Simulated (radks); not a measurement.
Results of a calculation; reference values are marked as such.
Q: Mean orbital radii <r> (bohr) of the cerium ion Ce+, [Xe] 4f1 5d2, of relativity; Dirac values are averaged over j with weights 2j + 1. Spin-unpolarised spherical Kohn-Sham, LDA (Slater exchange, Perdew-Wang correlation), point nucleus unless stated (finite: rms radius 4.8771 fm), a radial shooting solver on a logarithmic mesh with Libxc functionals. A level marked "c x" has the speed of light scaled by that factor and shares open shells by 2j + 1; other Dirac levels either fill j = l - 1/2 first or share by 2j + 1.

| shell | non-rel. |
|---|---|
| 3s | 0.2939 |
| 3p | 0.2836 |
| 3d | 0.2543 |
| 4s | 0.6685 |
| 4p | 0.6885 |
| 4d | 0.7417 |
| 5s | 1.593 |
| 5p | 1.796 |
| 4f | 1.034 |
| 5d | 2.772 |
| 6s (empty) | 4.231 |
| 6p (empty) | 5.184 |

Give the values at the level "Dirac, c x 2".

A: 
shell       Dirac, c x 2  change of magnitude (%)
3s                0.2902                    -1.25
3p                0.2819                    -0.62
3d                0.2542                    -0.06
4s                0.6610                    -1.12
4p                0.6851                    -0.50
4d                0.7424                    +0.10
5s                 1.576                    -1.11
5p                 1.789                    -0.38
4f                 1.050                    +1.60
5d                 2.790                    +0.66
6s (empty)         4.187                    -1.04
6p (empty)         5.165                    -0.36
